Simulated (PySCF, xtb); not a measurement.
Hf(F)2(SH)2 (F2H2HfS2), SMILES [Hf]([F])([F])([SH])[SH], multiplicity 1.

GFN2-xTB (xtb) at its own geometry gives an orbital gap of 2.62 eV and a dipole moment of 1.77 D.

The structure is a stationary point at B3LYP-D3(BJ)/def2-SVP. A frequency run showed that this geometry is not a minimum. The spin state was assumed, not searched. The structure was generated by enumeration; whether it is a known compound was not checked. The def2 effective core potentials stand for the cores of Hf; spin–orbit coupling is left out. One conformer was computed; it need not be the lowest.

Task: What does PySCF with PBE/def2-TZVP give? (Estimate from the structure and the level; the computed values follow.)

Result: gap 3.71 eV (levels -6.91 and -3.20 eV), dipole 0.54 D.
